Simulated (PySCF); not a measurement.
**Working out the ionisation energy of As**

As [Ar] 3d10 4s2 4p3 (4S) → As+ [Ar] 3d10 4s2 4p2 (3P). All numbers are calculated (PySCF 2.14, scalar relativity by spin-free X2C-1e, in x2c-QZVPPall with one added diffuse shell each of s, p, d, f type (12s9p6d5f1g, 113 functions)). Frozen: [Ne]. Energies in hartree (1 hartree = 27.21139 eV):

| part | As (lower) | As+ (upper) |
| --- | --- | --- |
| UHF | -2259.087112 | -2258.741414 |
| MP2 opposite-spin | -0.557464 | -0.547898 |
| MP2 same-spin | -0.293186 | -0.280117 |

**Question.** What does Hartree-Fock give?

**Answer.** (-2258.741414) − (-2259.087112) = 0.345698 hartree = 9.407 eV.

**Question.** What do MP2 and SCS-MP2 (6/5 opposite-spin, 1/3 same-spin) give?

**Answer.** The opposite-spin parts differ by 0.260 eV and the same-spin parts by 0.356 eV. MP2: 9.407 + (0.260) + (0.356) = 10.023 eV. SCS-MP2: 9.407 + 1.2 × (0.260) + (0.356)/3 = 9.838 eV.

Measured between the centres of the two terms (NIST): 10.008 eV, so MP2 (valence and next inner shell) is off by 0.015 eV.

What remains against the reference includes basis incompleteness, the frozen core and correlation beyond second order.
